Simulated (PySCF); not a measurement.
A calculated (M06-L, PySCF 2.14, cc-pVDZ, no relativity, point nucleus) atom or ion has these occupied shells.

```tsv
shell	electrons	orbital energy (eV)	rms radius, mean of both spins (bohr)
1s	2	-1267.1	0.152
2s	2	-83.505	0.759
2p	6	-48.165	0.780
3s	2	-4.730	3.38
```

Question: Name the element and its charge.

Answer: Mg (magnesium, neutral), in [Ne] 3s2, closed-shell 1S.
